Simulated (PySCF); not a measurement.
Computed IR spectrum (relative IR intensity) of a molecule C4H6S. Geometry: PBE-D3(BJ)/def2-SVP. The values are those of a single conformer. Computed with PBE-D3(BJ)/def2-SVP (PySCF 2.14.0). Frequencies are harmonic and unscaled.

Lines under 2 % of the strongest are left out, and lines within 2 cm⁻¹ are merged.

ν (cm⁻¹): 410 (w), 650 (m), 730 (vw), 788 (s), 1116 (m), 1189 (vw), 1385 (vw), 1670 (vs), 2987 (m), 3011 (m), 3040 (vw), 3078 (w), 3181 (vw) (against the strongest line: vs over 80 %, s over 45 %, m over 15 %, w over 4 %, vw less)

Q: Which molecule gave these data?
A. C=C1CCS1
B. C=C=CSC
C. C1=CSCC1
D. C#C[C@H](C)S

A: A, C=C1CCS1
